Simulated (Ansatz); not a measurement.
Reaction (SMILES): C=C[CH][SiH3] -> C=C[CH-][SiH3] (an electron is taken up)
Structures are relaxed separately at B3LYP-D3(BJ)/def2-TZVP in Ansatz (a program for electronic structure), one conformer each, not searched for the lowest. Markedly spin-contaminated UHF reference, which strains HF, MP2 and, less, CCSD(T): C=C[CH][SiH3].

Wanted: adiabatic electron affinity (electronic energy difference), positive where the reaction releases energy, in eV. Valence correlation only, unless marked. UHF or UKS for open shells. No spin-orbit coupling. No relativistic terms. Anions need diffuse functions: aug- sets have them; def2-D sets add few; the other sets have none. CBS(X,Y): correlation extrapolated as X^-3; Hartree-Fock from the larger set.

CCSD(T)/CBS(aug-cc-pV(T+d)Z,aug-cc-pV(Q+d)Z) (Ansatz) gives 1.16 eV.

Question: Another calculation gave 0.99 eV. Which level was it?
A) wB97M-V/def2-TZVPD (Ansatz)
B) r2SCAN/def2-TZVPD (Ansatz)
C) BHLYP/def2-TZVPD (Ansatz)
D) SVWN5/def2-TZVPD (Ansatz)

Answer: B, r2SCAN/def2-TZVPD (Ansatz). The others give 1.11 (wB97M-V), 0.77 (BHLYP), 1.47 (SVWN5) eV.
